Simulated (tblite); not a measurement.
H$_{3}$Si, doublet, geometry from GFN2-xTB; IPEA1-xTB in tblite.

Here is a job for tblite.
```
$ tblite run mol.xyz --method ipea1 --charge 0 --spin 1 --json tblite.json --no-restart

# file mol.xyz
4

Si     0.00172380     0.00046639     0.05606838
H     -0.01025152     1.41163100    -0.27334508
H      1.21691602    -0.70748096    -0.29344641
H     -1.23079768    -0.71067955    -0.21816587
```

It wrote (shortened):

```
xTB calculator
 | screened Coulomb repulsion
 | Coulomb electrostatics
 |  * isotropic Klopman-Ohno-Mataga-Nishimoto electrostatics
 |  * onsite third-order electrostatics
 | DFT-D3(BJ) dispersion correction

halogen bonding energy    0.0000000000000E+00 Eh
repulsion energy          3.8007647284246E-02 Eh
dispersion energy        -5.2379794168694E-04 Eh
number of electrons       7.0000000000000E+00 e
integral cutoff           4.0000000000000E+01 bohr

------------------------------------------------------------
  cycle        total energy    energy error   density error
------------------------------------------------------------
      1     -3.460571874645  -3.4980557E+00   2.6229979E-01
      2     -3.472260005830  -1.1688131E-02   1.4238750E-01
      3     -3.472633120594  -3.7311476E-04   3.5855965E-02
      4     -3.472700583384  -6.7462790E-05   9.8016322E-03
      5     -3.472704371504  -3.7881196E-06   6.0295125E-04
      6     -3.472704417287  -4.5783162E-08   4.9716643E-06
------------------------------------------------------------

electronic energy        -3.5101882666293E+00 Eh
total energy             -3.4727044172868E+00 Eh

Post processing:
 | Mayer-Wiberg bond orders

[Info] JSON dump of results written to 'tblite.json'
```
